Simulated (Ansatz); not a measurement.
I4Ti, charge +1, doublet, geometry from GFN2-xTB (such geometries of metal compounds can be far from the true shape) (the multiplicity is a formal guess) (all electrons, no relativity). Base run: Ansatz (a first-principles code) with BLYP/3-21G.

Here is a job for Ansatz.
Ansatz 0.2 input:
```yaml
crystal:
  periodic: [false, false, false]
  atoms:
    - {symbol: Ti, position_ang: [-0.00000000, -0.00000000, -0.00000000]}
    - {symbol: I, position_ang: [2.11862172, -0.60210670, -1.51271761]}
    - {symbol: I, position_ang: [0.79661383, 0.44695538, 2.51098433]}
    - {symbol: I, position_ang: [-1.18673407, 2.19238879, -0.96150853]}
    - {symbol: I, position_ang: [-1.72850148, -2.03723747, -0.03675819]}
basis:
  gaussian:
    orbitals: 3-21G.json
hamiltonian:
  xc: blyp
total_charge: 1
magnetization: {spin_polarized: true, initial_magnetization: 1}
```
The basis file holds 3-21G in the JSON format of the Basis Set Exchange.

The base run was repeated with changes; each row names its change, and settings that it needs were set with it.

| change | E (Eh) | <S^2> | core-seconds (rough) | outcome |
|---|---|---|---|---|
| base | -28407.53489 | 0.758 | 200 | converged |
| functional = B97M-V | - | - | - | cut at the time limit |
| functional = pbe | -28404.87142 | 0.762 | 200 | converged |
| functional = blyp; dispersion = d4 | -28407.55957 | 0.758 | 200 | converged |
| functional = r2scan | - | - | - | cut at the time limit |

Totals shift with the method and basis; they matter in differences.
